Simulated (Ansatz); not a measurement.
Ansatz (a first-principles code) input (CCSD(T)/def2-SVPD):

Ansatz 0.2 input:
```yaml
crystal:
  periodic: [false, false, false]
  atoms:
    - {symbol: Ta, position_ang: [0.06983701, -0.07420317, -0.16891975]}
    - {symbol: O, position_ang: [-1.45356111, -0.76322457, 0.39346004]}
    - {symbol: O, position_ang: [-0.56598096, 1.56850305, -0.26386777]}
    - {symbol: F, position_ang: [1.22869280, -0.11393289, 1.25493376]}
basis:
  gaussian:
    orbitals: def2-SVPD
total_charge: 1
magnetization: {spin_polarized: true, initial_magnetization: 1}
correlation: {method: ccsd_t, electrons: outside_noble_gas}
output: {forces: true}
```

End of the output:

```
cycle  19  -18.92051228 eV  change   -3.2e-6 eV  update   2.7e-6
cycle  20  -18.92051396 eV  change   -1.7e-6 eV  update   1.7e-6
cycle  21  -18.92051497 eV  change   -1.0e-6 eV  update   1.2e-6
cycle  22  -18.92051611 eV  change   -1.1e-6 eV  update   9.3e-7
cycle  23  -18.92051592 eV  change    1.9e-7 eV  update   7.0e-7
cycle  24  -18.92051603 eV  change   -1.1e-7 eV  update   4.3e-7
coupled cluster: 0.96 GiB planned
perturbative correction -0.86695228 eV, -0.0318599088 hartree
the calculation of the forces begins
Total energy: -8322.45934354 eV, -305.8447397095 hartree
Atom 0 at     0.069837    -0.074203    -0.168920 Å, force     0.822084    -0.655380    -1.214772 eV/Å
Atom 1 at    -1.453561    -0.763225     0.393460 Å, force    -1.035406    -0.396632     0.380625 eV/Å
Atom 2 at    -0.565981     1.568503    -0.263868 Å, force    -0.476994     1.070350    -0.032926 eV/Å
Atom 3 at     1.228693    -0.113933     1.254934 Å, force     0.690316    -0.018338     0.867074 eV/Å
Dipole moment:     0.393776    -0.418053    -0.951242 e Å
```

The spin state was set by rule; other spins were not relaxed.

The determinant is spin-contaminated: <S^2> is 1.15 against 0.75 for a pure state.
